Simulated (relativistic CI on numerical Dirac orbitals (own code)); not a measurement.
Hyperfine structure of Pt⁵⁺, mass number 195

Method of calculation: Dirac-Coulomb-Breit CI, KLI orbitals optimised for each configuration, model QED, valence Slater integrals scaled by 0.85, P86 correlation energy added to each configuration (own radial code, finite nucleus).

Configurations in the expansion (outside the closed core [Kr] 4d10 4f14): 5s2 5p6 5d5, 5s2 5p6 5d4 6s, 5s2 5p6 5d4 5f, 5s2 5p6 5d4 6p, 5s2 5p6 5d3 6s2, 5s2 5p6 5d4 5g, 5s2 5p5 5d6, 5s2 5p6 5d4 6d, 5s2 5p6 5d4 7s, 5s2 5p6 5d3 6s 6p, 5s2 5p6 5d4 7p, 5s2 5p6 5d4 6f, 5s2 5p6 5d4 7d, 5s2 5p4 5d7, 5s 5p6 5d6. Levels of other configurations are missing.

Nuclear spin I = 1/2, μ = 0.6073 μN (tables of Stone and Pyykkö). The electronic factors are computed for point nuclear moments, without core polarisation or the Bohr-Weisskopf and QED corrections.

```
              Level  E (eV)  A (MHz)
 5s2 5p6 5d5 4G_7/2  3.0219     1418
5s2 5p6 5d5 4G_11/2  3.2709     1648
 5s2 5p6 5d5 4G_9/2  3.4242     1496
 5s2 5p6 5d5 4P_1/2  3.4394   -459.4
 5s2 5p6 5d5 4D_7/2  4.0953     1188
 5s2 5p6 5d5 4D_1/2  4.6335     3667
5s2 5p6 5d5 2I_11/2  4.8676     1786
```

Levels with J = 0, under 50 % of one LS term, or S terms without an open s electron are left out. Small factors come from cancelling terms and can be off by tens of per cent or more.

At this charge configurations can still be misplaced by up to about 7 % of their energy. Levels and lines within the n = 5 or 6 shells can be off by up to 10 % or somewhat more, and those that change n by about 2 %, since core polarisation is missing.

(1) Give the hyperfine levels of 5s2 5p6 5d5 4G_7/2 relative to its centre of gravity.

Answers

(1) With K = F(F + 1) − I(I + 1) − J(J + 1), E = AK/2: F = 3: -3191, F = 4: 2482 MHz.

LS names give the leading component of a level, which can be under half, so a name can repeat, a term be missing and a line seem to break the LS rules.
